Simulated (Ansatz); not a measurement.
`CCCBS` + `C[SiH2]CCCl` → `C[SiH2]BS` + `CCCCCCl`  (formal exchange of groups at a B–C bond)

Calculated with Ansatz (gas phase, PBE0-D4/def2-TZVP geometries, no zero-point term in ΔE). CCSD(T)/CBS is the MP2 limit (def2-TZVPP, def2-QZVPP) plus CCSD(T) − MP2 in def2-TZVPP, frozen cores. Functionals use def2-TZVPP. One conformer a species, not always the lowest.

`CCCBS`:

```xyz
14

C    -1.373    0.882   -0.070
C    -0.302    0.360    0.874
C     0.274   -0.979    0.431
B     1.223   -1.053   -0.808
S     2.007    0.307   -1.645
H    -1.757    1.852    0.255
H    -2.217    0.189   -0.118
H    -0.991    0.998   -1.088
H     0.503    1.098    0.973
H    -0.729    0.261    1.877
H     0.869   -1.426    1.245
H    -0.536   -1.706    0.280
H     1.537   -2.115   -1.263
H     1.491    1.331   -0.942
```

`C[SiH2]CCCl`:

Cartesian coordinates in Å:
```
C -1.690 -0.322 1.018
Si -0.945 -0.280 -0.698
C 0.702 0.642 -0.725
C 1.751 0.003 0.148
Cl 3.311 0.890 0.098
H -1.838 0.690 1.403
H -2.661 -0.822 1.004
H -1.048 -0.861 1.718
H -1.871 0.402 -1.643
H -0.727 -1.673 -1.186
H 1.053 0.685 -1.760
H 0.528 1.675 -0.409
H 1.457 -0.014 1.198
H 1.977 -1.015 -0.166
```

`C[SiH2]BS`:

Cartesian coordinates in Å:
```
C 1.459 0.825 -0.597
Si -0.275 0.105 -0.627
B -1.014 -0.181 1.217
S -1.643 -1.725 1.791
H 2.151 0.154 -0.084
H 1.830 0.985 -1.612
H 1.468 1.785 -0.075
H -0.271 -1.189 -1.375
H -1.183 1.033 -1.367
H -1.072 0.685 2.040
H -1.450 -2.478 0.691
```

`CCCCCCl`:

```xyz
17

C     1.017   -1.675    1.647
C     0.898   -0.294    1.027
C    -0.123   -0.237   -0.097
C    -0.243    1.143   -0.718
C    -1.245    1.234   -1.845
Cl   -2.923    0.961   -1.283
H     0.060   -2.002    2.062
H     1.753   -1.691    2.454
H     1.323   -2.416    0.903
H     1.876    0.025    0.647
H     0.623    0.434    1.799
H    -1.101   -0.549    0.282
H     0.149   -0.962   -0.875
H     0.729    1.446   -1.130
H    -0.499    1.881    0.049
H    -1.240    2.220   -2.308
H    -1.055    0.483   -2.613
```

| level | ΔE (kJ/mol) |
| --- | --- |
| r2SCAN-D4 | 44.3 |
| ωB97M-V | 47.8 |
| PBE | 36.7 |
| r2SCAN | 43.5 |
| HF/def2-TZVPP | 38.3 |
| MP2/def2-TZVPP | 47.5 |
| SCS-MP2/def2-TZVPP | 43.5 |
| HF/def2-QZVPP | 38.9 |

What does CCSD(T)/CBS give? (Best estimate.)

Ansatz gave: +41.9 kJ/mol. The listed levels differ from it by 2.4, 5.9, -5.2, 1.6, -3.6, 5.6, 1.6, -3.0 kJ/mol.

Largest T1 diagnostic among the species: 0.014.

The D4 term adds +4.8 kJ/mol with B3LYP and +2.7 kJ/mol with PBE0; it sums over pairs of atoms, weighted by their polarisabilities, and B3LYP, whose exchange is more repulsive, gets the larger term.

B3LYP here is the variant with VWN-RPA as its local correlation; programs differ in this.
